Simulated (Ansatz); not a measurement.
Cost and result for the atomization energy of C5H16BNSi, SMILES `BN(C(C)C)[SiH](C)C` (24 atoms, 23 bonds).

```xyz
24

B     2.068   -0.391   -0.654
N     0.755   -0.083   -0.299
C     0.059   -0.789    0.795
C    -0.100   -2.268    0.485
C     0.747   -0.556    2.130
Si   -0.172    1.163   -1.121
C    -1.690    0.411   -1.912
C    -0.674    2.492    0.094
H     2.586    0.213   -1.550
H     2.675   -1.248   -0.075
H    -0.950   -0.362    0.869
H     0.877   -2.750    0.411
H    -0.623   -2.411   -0.463
H    -0.670   -2.768    1.272
H     0.189   -1.032    2.939
H     0.823    0.512    2.345
H     1.756   -0.974    2.117
H     0.709    1.740   -2.166
H    -2.271    1.180   -2.429
H    -2.346   -0.057   -1.173
H    -1.409   -0.349   -2.645
H    -1.301    2.097    0.897
H     0.206    2.956    0.547
H    -1.243    3.276   -0.414
```

Charge 0, multiplicity 1. The geometry is a stationary point of PBE0-D4/def2-TZVP. It is one conformer, not always the lowest. Program: Ansatz. All runs use 4 threads of an AMD EPYC 7R13 on a shared host and a share of an NVIDIA H100 80 GB. Times are those of one run each, without the atoms' runs, and a repeat can differ threefold. Electronic energies, without spin–orbit coupling; frozen cores. CCSD(T)/CBS adds CCSD(T) − MP2 in def2-TZVPP to the MP2 limit, and its time is that of the two runs behind it. T1 = 0.011. HSE06 is the plane-wave form, built on full-range PBE exchange.

CCSD(T)/CBS is a level of theory with its own doubt, some kJ/mol a heavy atom from the limit and from the frozen cores, so smaller differences don't rank the functionals.

```json
{"level": "HSE06-D4/def2-TZVPP", "functions": "483", "wall time": "3.4 s", "atomization (kJ/mol)": "9297.1", "difference from CCSD(T)/CBS": "49.0", "per bond": "2.1"}
{"level": "BLYP-D4/def2-TZVPP", "functions": "483", "wall time": "4 s", "atomization (kJ/mol)": "9219.0", "difference from CCSD(T)/CBS": "-29.1", "per bond": "-1.3"}
{"level": "CCSD(T)/def2-SVP", "functions": "196", "wall time": "4 s", "atomization (kJ/mol)": "8847.1", "difference from CCSD(T)/CBS": "-401.0", "per bond": "-17.4"}
{"level": "r2SCAN-D4/def2-TZVPP (with forces)", "functions": "483", "wall time": "4.4 s", "atomization (kJ/mol)": "9271.7", "difference from CCSD(T)/CBS": "23.6", "per bond": "1.0"}
{"level": "BHLYP-D4/def2-TZVPP", "functions": "483", "wall time": "5.5 s", "atomization (kJ/mol)": "9103.2", "difference from CCSD(T)/CBS": "-144.9", "per bond": "-6.3"}
{"level": "revPBE-D4/def2-TZVPP", "functions": "483", "wall time": "6 s", "atomization (kJ/mol)": "9201.1", "difference from CCSD(T)/CBS": "-47.0", "per bond": "-2.0"}
{"level": "PBE-QIDH/def2-TZVPP", "functions": "483", "wall time": "6.5 s", "atomization (kJ/mol)": "9228.0", "difference from CCSD(T)/CBS": "-20.1", "per bond": "-0.9"}
{"level": "MP2/def2-QZVPP", "functions": "949", "wall time": "7.5 s", "atomization (kJ/mol)": "9241.0", "difference from CCSD(T)/CBS": "-7.1", "per bond": "-0.3"}
{"level": "B97M-V/def2-TZVPP", "functions": "483", "wall time": "8 s", "atomization (kJ/mol)": "9277.8", "difference from CCSD(T)/CBS": "29.7", "per bond": "1.3"}
{"level": "ωB97X-V/def2-TZVPP", "functions": "483", "wall time": "9 s", "atomization (kJ/mol)": "9282.3", "difference from CCSD(T)/CBS": "34.2", "per bond": "1.5"}
{"level": "ωB97M-V/def2-TZVPP (with forces)", "functions": "483", "wall time": "11 s", "atomization (kJ/mol)": "9291.7", "difference from CCSD(T)/CBS": "43.6", "per bond": "1.9"}
{"level": "CCSD(T)/def2-TZVPP", "functions": "483", "wall time": "33 s", "atomization (kJ/mol)": "9047.9", "difference from CCSD(T)/CBS": "-200.2", "per bond": "-8.7"}
{"level": "CCSD(T)/CBS(def2)", "functions": "–", "wall time": "40 s", "atomization (kJ/mol)": "9248.1", "difference from CCSD(T)/CBS": "0.0", "per bond": "0.0"}
```

In def2-TZVPP, CCSD(T) changes the Hartree–Fock value by +2036.5 kJ/mol (the triples alone add +106.4 kJ/mol) and MP2 by +2111.4 kJ/mol; breaking electron pairs costs correlation energy, which Hartree–Fock lacks. Leaving LDA and LC-ωPBE aside and taking each functional with its dispersion term where it has one, the values, not all of them listed here, spread over 276.2 kJ/mol, from BHLYP-D4 to PBE-D4. LDA lies +1103.8 kJ/mol from PBE without D4, its usual overbinding. At CCSD(T), def2-SVP lies −400.9 kJ/mol from the extrapolated value and def2-TZVPP −200.2 kJ/mol: correlation converges slowly with the basis, and small sets miss more of it in the bonded molecule than in its fragments.
